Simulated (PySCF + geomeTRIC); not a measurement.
Species: CH₃F₃Ge, SMILES `F[C](F)(F)[GeH3]` (charge 0, multiplicity 1).

**Question.** Give a relaxed geometry from B3LYP-D3(BJ)/def2-TZVP in PySCF + geomeTRIC.

**Answer.** the end point of this relaxation (outside a Z-matrix the atoms follow the SMILES, hydrogens last).
Z-matrix (Å, degrees):
```
C
F 1 1.3531
F 1 1.3532 2 106.88
F 1 1.3532 2 106.86 3 -114.16
Ge 1 2.0170 2 112.08 4 -123.00
H 5 1.5306 1 107.14 2 60.12
H 5 1.5306 6 111.80 1 116.99
H 5 1.5307 6 111.79 7 126.16
```
